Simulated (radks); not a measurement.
All-electron atom: Ba55+ in 1s1 (the NIST ground configuration). All-electron calculation, Dirac Kohn-Sham, PBE, spin-unpolarised, spherical densities, finite nucleus; Fermi nuclear charge, rms radius 4.8378 fm. Program: a radial shooting solver on a logarithmic mesh with Libxc functionals. Some entries of the table are withheld. Estimate them.

orbital  occ.  eigenvalue (eV)  <r^2> (bohr^2)
1s1/2       1        -44120.27             (1)
2s1/2       0              (2)         0.01203
2p1/2       0        -10991.74        0.008454
2p3/2       0        -10506.82        0.009436

Answer. 
(1) 1s1/2 <r^2> (bohr^2): 0.0008652
(2) 2s1/2 eigenvalue (eV): -11028.14
